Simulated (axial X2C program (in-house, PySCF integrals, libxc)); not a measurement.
## Nuclear properties of GaHf

Calculated with an axial X2C code built on PySCF integrals: two-component X2C with atomic mean-field Coulomb and Gaunt terms, Gaussian nuclei, basis Hf dyall-cv3z, Ga dyall-cv3z with contracted cores.

R = 2.626 Å (near the PBE0 minimum at charge 0 of the determinant lowest at the starting distance; the state shown can have its own minimum elsewhere).

Determinant lowest in the PBE0 search, Ω = 3/2 (⟨Sz⟩ = 1.47, ⟨Lz⟩ = 0.03 at PBE0), spin on the atoms Hf 1.01, Ga 0.46:

```csv
level,Eeff magnitude (GV/cm),Ws magnitude Hf (kHz),A∥/gI Hf (MHz),qzz Hf (a.u.),A∥/gI Ga (MHz),qzz Ga (a.u.),μ (D)
PBE0,14.4,10.6,-78.1,-5.29,-91.8,-1.31,-1.57
HF,86,56.8,317,-5.98,-173,-1.86,-1.44
r2SCAN,16.9,12.1,184,-5.29,-131,-1.16,-1.40
BHandHLYP,20.7,14.9,-83.5,-5.32,-70.9,-1.51,-1.66
PBE50,28.8,19.9,-91.1,-5.39,-105,-1.52,-1.64
```

Determinant 0.23 eV from it at PBE0 and this distance, Ω = 1/2 (⟨Sz⟩ = -1.46, ⟨Lz⟩ = 1.96 at PBE0), spin on the atoms Hf -1.13, Ga -0.33:

```csv
level,Eeff magnitude (GV/cm),Ws magnitude Hf (kHz),A∥/gI Hf (MHz),qzz Hf (a.u.),A∥/gI Ga (MHz),qzz Ga (a.u.),μ (D)
PBE0,3.96,11.9,737,0.72,348,-0.21,-0.99
HF,84.2,161,1390,0.53,312,-0.05,-0.37
r2SCAN,1.89,1.22,-1740,0.30,474,-0.51,-1.31
BHandHLYP,14.5,30.9,1890,1.02,169,0.01,-0.87
PBE50,12.9,29.3,885,1.29,305,-0.07,-0.96
```

Eeff is the effective electric field on the electron electric dipole moment in this Ω state and Ws the scalar–pseudoscalar constant of the nucleus named (defined with the proton number Z and per Ω); A∥ (defined per Ω) follows by multiplying with gI = μI/(I μN); qzz is the electric field gradient, eQq0 = 234.96 MHz × Q/barn × qzz; μ is positive if the Ga end (last atom) is positive. The operators were transformed with the bare-nucleus X2C matrices; with these basis sets, hyperfine constants and field gradients can be off by tens of per cent, and where levels differ in sign neither size nor sign is settled.

**Question.** With Q(177Hf) = 3.365 barn, Q(69Ga) = 0.171 barn (Q from Pyykkö, Mol. Phys. 2018), turn the PBE0 values of the first state into constants in MHz.

**Answer.** eQq0(177Hf) = 234.96 × (3.365) × (-5.29) = -4180 MHz; eQq0(69Ga) = 234.96 × (0.171) × (-1.31) = -52.6 MHz.

Each state is one determinant with collinear spin, which with several unpaired electrons need not be a pure state. Unrestricted Hartree–Fock can overshoot spin polarisation at the nuclei. In the state Ω = 1/2 the sign of Eeff differs between levels (r2SCAN against PBE0). This is the top spin component of a Σ state; components of lower Ω are not single determinants and can lie lower. With several open shells hyperfine constants can be off by a factor of several. Where Eeff spreads by more than a factor of two the levels disagree and none is to be relied on. At r2SCAN a later determinant lies lower. States lie within half an eV, so the first need not be the ground state. Further determinants of the search, some of them spin-mixed, are not shown. Where a field gradient or hyperfine factor spreads by more than a factor of two over the levels, a constant derived from it is not to be relied on. PBE0 term energies can be off by some tenths of an eV.
